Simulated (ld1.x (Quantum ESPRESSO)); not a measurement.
**Bi: one change to a TM semilocal potential, before and after**

* Element: Bi (Z = 83)
* Generator: ld1.x (Quantum ESPRESSO) 7.5
* Type: norm-conserving Troullier–Martins (semilocal form)
* Functional: LDA (PZ)
* Relativity: scalar-relativistic
* Frozen core: [Xe] 4f14
* Valence charge: 15
* Reference configuration: 5d10 6s1 6p4
* Partial waves: 6s (bound): rc 1.40 bohr; 6p (bound): rc 2.50 bohr; 5d (bound): rc 1.45 bohr
* Local potential: the d channel
* Core correction: none

All-electron outer shells of the reference configuration (LDA (PZ), scalar-relativistic, ld1.x):

```json
{"shell": "4f", "level (eV)": "-154.71", "outermost node (bohr)": "–", "outermost maximum (bohr)": "0.34"}
{"shell": "5p", "level (eV)": "-97.68", "outermost node (bohr)": "0.48", "outermost maximum (bohr)": "0.86"}
{"shell": "5d", "level (eV)": "-28.79", "outermost node (bohr)": "0.51", "outermost maximum (bohr)": "1.03"}
{"shell": "6s", "level (eV)": "-15.80", "outermost node (bohr)": "0.98", "outermost maximum (bohr)": "1.86"}
{"shell": "6p", "level (eV)": "-5.43", "outermost node (bohr)": "1.14", "outermost maximum (bohr)": "2.41"}
```

Change: wave 6p (bound): rc 2.50 bohr becomes 6p (bound): rc 3.40 bohr.

Cutoffs: the cutoffs (Ry, on a coarse ladder) from which the occupation-weighted sum of valence levels, in a spherical-Bessel basis at the reference potential, stays within 10 and 1 mRy of its value at 400 Ry; they do not see the model core or the augmentation charge, which bear on the density cutoff. Errors are all-electron minus pseudo energies relative to the spin-unpolarised reference configuration.

Predict the effect on cutoff, ghosts and configuration errors.

The potential gets neither clearly harder nor softer (90 Ry and 180 Ry → 90 Ry and 180 Ry); the s channel sets the loose cutoff, while the largest relative change is in p, which becomes softer; of the 9 tests that both files solve, the error grows in 6 and shrinks in 2 by more than 15 % and 0.3 meV (median size 16.3 → 28.0 meV); neither file shows a bound ghost. A semilocal file is local in each channel, so a ghost entry of none says nothing of the separable form that plane-wave codes build from it.

| quantity | base | changed |
| --- | --- | --- |
| cutoff, loose | 90 Ry | 90 Ry |
| cutoff, tight | 180 Ry | 180 Ry |
| loose cutoff by channel (10 mRy a level) | s 90 Ry, p 10 Ry, d 50 Ry | s 90 Ry, p 6 Ry, d 50 Ry |
| bound ghosts | none | none |
| error for 5d10 6s2 6p3, meV [ΔE -10.18 eV] | +9.1 | +28 |
| error for 5d10 6s2 6p2, meV [ΔE -2.02 eV] | -2.5 | +13 |
| error for 5d10 6s2 6p1, meV [ΔE 13.54 eV] | -17 | -15 |
| error for 5d10 6s2 6p3.3, meV [ΔE -11.33 eV] | +12 | +32 |
| error for 5d10 6s0 6p5, meV [ΔE 10.54 eV] | +16 | +39 |
| error for 5d10 6s2 6p2.5, meV [ΔE -6.97 eV] | +3.8 | +21 |
| error for 5d9 6s2 6p4, meV [ΔE 13.95 eV] | +120 | +146 |
| error for 5d10 6s1 6p4 (spin-polarised), meV [ΔE -1.02 eV] | +59 | +39 |
| error for 5d10 6s2 6p3 (spin-polarised), meV [ΔE -11.20 eV] | +30 | +22 |
